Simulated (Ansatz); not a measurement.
CH5AlSSi, relaxed with RKS PBE-D4/def2-SVP in Ansatz 0.2.0 from a rough embedded geometry. The force threshold is 0.03 eV/Å; the program also tests the step.

Charge 0, multiplicity 1. The bonds changed during the relaxation, so this is another structure than the one it started from.

Start:

```xyz
9

Si    0.317    0.882   -1.409
Al   -0.750   -0.384    0.179
C     0.183   -0.844    1.830
S    -0.492   -1.750    2.806
H    -0.558    1.159   -2.591
H     0.746    2.216   -0.853
H     1.563    0.198   -1.898
H    -2.244   -0.917   -0.095
H     1.236   -0.559    2.032
```

```csv
step,energy (eV),largest force (eV/Å),largest move (Å)
1,-26403.4125,5.950,0.000
2,-26403.9232,3.111,0.192
3,-26404.1212,0.972,0.196
4,-26404.1450,0.531,0.190
5,-26404.1765,0.227,0.200
6,-26404.2126,0.170,0.200
7,-26404.2385,0.800,0.196
8,-26404.2770,1.141,0.195
9,-26404.3665,0.268,0.200
10,-26404.4504,0.522,0.198
11,-26404.5226,0.657,0.196
12,-26404.5617,0.643,0.194
13,-26404.5914,0.202,0.200
14,-26404.5962,0.174,0.134
15,-26404.5988,0.167,0.112
16,-26404.6071,0.029,0.069
```

End:

```xyz
9

Si    0.369    0.759   -1.489
Al   -0.902   -0.225    0.366
C     0.122   -0.599    2.010
S     0.324   -2.121    1.379
H    -0.437    0.839   -2.764
H     0.836    2.161   -1.170
H     1.605   -0.059   -1.790
H    -2.486   -0.419    0.468
H     0.570   -0.337    2.990
```

Hardware: 2 threads of an AMD EPYC 7B13 on a shared host. Wall time 23 s, peak host memory 0.17 GiB.
